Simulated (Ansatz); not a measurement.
The numbers are results of PBE-D3(BJ)/def2-TZVP // PBE0-D3(BJ)/def2-SVP in Ansatz (a program for electronic structure), not measurements. Isolated molecules, 0 K electronic values unless said otherwise. One relaxed conformer stands for a flexible species; it need not be the lowest.  In the def2 sets, heavy atoms carry core potentials.

Reference species (SMILES): `[CH3][Sn]([OH])([OH])[OH]` (neutral, multiplicity 1).

```yaml
LUMO: -1.85 eV
vertical ionisation energy (Delta-SCF): 9.68 eV
```

Changed species: `c1cc[c](cc1)[Sn]([OH])([OH])[OH]` (Y = phenyl; the reference has Y = methyl).

Question: What does the change do to the LUMO and vertical ionisation energy (Delta-SCF)?

Answer: the LUMO falls by 0.05 eV, to -1.90 eV; the vertical ionisation energy (Delta-SCF) drops by 0.65 eV, to 9.03 eV.
